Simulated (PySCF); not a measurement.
**Unknown compound**

The spectra below were simulated for a compound C₂H₉Cl₂NSi₄.

¹H NMR (400 MHz, computed): δ 9.05 (m, 1H), 8.95 (m, 1H), 6.28 (m, 1H), 6.15 (m, 2H), 4.93 (m, 1H), 0.15 (d, 3H).

¹³C{¹H} NMR (computed): δ 181.1 (CH2), -8.7 (CH3).

Theoretical values (PySCF): geometry: GFN2-xTB, σ from GIAO-PBE0/pcSseg-1. One conformer, non-relativistic Hamiltonian, in vacuum, rapidly exchanging positions averaged.

Scale: TMS for ¹H and ¹³C (reference shieldings calculated alike).

Propose a structure and justify it.

## Answers


1. Rings plus π bonds: 2 (1 ring in the answer).
2. 2 carbon signals for 2 carbons: no two carbons are equivalent.
3. Carbon types of the structure: 1 × CH2, 1 × CH3, leaving 4 H on heteroatoms.
4. δC 181.1: C=N carbon.
5. δC -8.7: methyl carbon bonded to Si; an electropositive neighbour leaves it electron-rich and shielded.
6. δH 9.05, 8.95: hydrogen on a C=N carbon.
7. δH 6.28: hydrogen on a silicon bonded to N, 2 Si, in a 4-membered ring.
8. δH 6.15: hydrogen on a silicon bonded to Cl, 2 Si, in a 4-membered ring.
9. δH 4.93: hydrogen on a silicon bonded to C, 2 Si, in a 4-membered ring.
10. δH 0.15: hydrogen on a methyl carbon bonded to Si; an electropositive neighbour shields it, as in TMS itself.

The compound is `InChI=1S/C2H9Cl2NSi4/c1-5-9-7(3)6(2)8(9)4/h6-9H,1H2,2H3/t6-,7-,8+,9-`.

This is the structure that produced the data.

Shifts are as computed. Against solution values, carbons near 30 ppm lie about +3 ppm off and those near 130 ppm about +5 ppm. Of 1309 compounds with measured shifts, 239 miss one by over three times the rms of a fit or turn the order of signals round; such compounds aren't used in these exercises. No couplings were computed; multiplicities are counted from neighbouring protons, with m where these are inequivalent, close in shift, in a saturated or five-membered ring or joined by F or P, and br s for small geminal =CH2 splittings.
